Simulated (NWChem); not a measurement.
BHClF; SMILES FBCl

```xyz
4

B     -0.5351    -0.5572     0.0000
H     -1.7222    -0.7465     0.0000
F      0.2947    -1.5725     0.0000
Cl     0.1167     1.0616     0.0000
```
Atoms are numbered in this order, from 1.

Level: PBE0/def2-SVP (NWChem), optimised geometry, unscaled harmonic frequencies. 

```json
[
 {"frequency (cm⁻¹)": "404", "IR intensity (km/mol)": "5.0"},
 {"frequency (cm⁻¹)": "825", "IR intensity (km/mol)": "95.7"},
 {"frequency (cm⁻¹)": "858", "IR intensity (km/mol)": "42.0"},
 {"frequency (cm⁻¹)": "1108", "IR intensity (km/mol)": "48.6"},
 {"frequency (cm⁻¹)": "1348", "IR intensity (km/mol)": "370.6"},
 {"frequency (cm⁻¹)": "2702", "IR intensity (km/mol)": "111.3"}
]
```

```
Quantity                                                                           Result
-----------------------------------------------------------------------  ----------------
zero-point energy                                                           10.4 kcal/mol
thermal correction to the enthalpy at 298.15 K (with zero-point energy)     13.0 kcal/mol
heat capacity Cv                                                          9.0 cal/(mol K)
entropy at 298.15 K and 1 atm (symmetry number 1)                        62.6 cal/(mol K)
dipole moment                                                                      0.64 D
```

Rigid rotor and harmonic oscillator.
